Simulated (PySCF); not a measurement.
Several molecules and their computed UV-vis stick spectra, shuffled. The calculation used TDDFT wB97X-D/def2-SVPD, vertical, gas phase, core orbitals frozen in the response in PySCF. Geometries: PBE0-D3(BJ)/def2-SVP; one conformer of each isolated species. Triplets are in the Tamm–Dancoff approximation. Atoms past krypton carry core potentials; spin–orbit coupling is left out.

A. `[Cl][Ge]([NH]C)([Cl])[NH]C`
B. `C[CH](C)[AlH2-][AsH3+]`
C. `C#CCN(C)B[AsH2]`
D. `C1[C@@H](B(F)F)CO[SiH2]1`
E. `[NH3]->[Sn](<-[NH3])([F])([F])([F])[F]`

Lowest singlet levels (six at most, fewer where fewer were computed) with oscillator strengths:

1. 174 nm (f 0.007); 163 nm (f 0.122); 160 nm (f 0.031); 157 nm (f 0.027); 153 nm (f 0.001); 150 nm (f 0.014); T1 6.85 eV
2. 206 nm (f 0.045); 201 nm (f 0.045); 178 nm (f 0.001); 175 nm (f 0.008); 172 nm (f 0.059); 168 nm (f 0.000); T1 5.56 eV
3. 160 nm (f 0.000); 158 nm (f 0.118); 158 nm (f 0.020); 157 nm (f 0.202 summed over 2 states); 152 nm (f 0.021); 150 nm (f 0.000); T1 7.19 eV
4. 222 nm (f 0.060); 199 nm (f 0.058); 193 nm (f 0.001); 188 nm (f 0.155); 184 nm (f 0.081); 181 nm (f 0.133)
5. 212 nm (f 0.017); 203 nm (f 0.017); 198 nm (f 0.001); 189 nm (f 0.002); 182 nm (f 0.023); 174 nm (f 0.001); T1 5.66 eV

Question: Match each spectrum to its molecule.

Answer: 1 = D, 2 = A, 3 = E, 4 = C, 5 = B.
- A: S1 at 6.02 eV, HOMO→LUMO (83%); Löwdin shares by element: HOMO nitrogen 60%, carbon 9% or more, germanium 6% (atoms not listed hold the other 26%); LUMO chlorine 47%, germanium 27%, nitrogen 8% or more (atoms not listed hold the other 18%); HOMO -9.23 and LUMO 1.08 eV.
- B: S1 at 5.85 eV, HOMO→LUMO (72%), HOMO→LUMO+1 (10%), HOMO→LUMO+3 (8%); Löwdin shares by element: HOMO carbon 55%, aluminium 19% (atoms not listed hold the other 26%); LUMO arsenic 31%, hydrogen 28% or more, aluminium 18% (atoms not listed hold the other 23%); HOMO -8.56 and LUMO 1.21 eV.
- C: S1 at 5.59 eV, HOMO→LUMO (81%); Löwdin shares by element: HOMO arsenic 57%, boron 14%, nitrogen 9%, hydrogen 6% or more; LUMO boron 35%, arsenic 20%, nitrogen 13%, hydrogen 8% or more (atoms not listed hold the other 24%); HOMO -8.64 and LUMO 1.43 eV.
- D: S1 at 7.13 eV, HOMO→LUMO (66%), HOMO→LUMO+2 (26%); Löwdin shares by element: HOMO oxygen 50%, carbon 11% or more, silicon 11%, hydrogen 7% or more (atoms not listed hold the other 21%); LUMO boron 25%, fluorine 18%, silicon 17% (atoms not listed hold the other 41%); HOMO -9.98 and LUMO 1.58 eV.
- E: S1 at 7.76 eV, HOMO-2→LUMO (84%), HOMO-2→LUMO+1 (13%); Löwdin shares by element: HOMO nitrogen 44%, fluorine 25% or more (atoms not listed hold the other 31%); LUMO tin 39%, fluorine 22% or more (atoms not listed hold the other 39%); HOMO -11.90 and LUMO 0.46 eV.
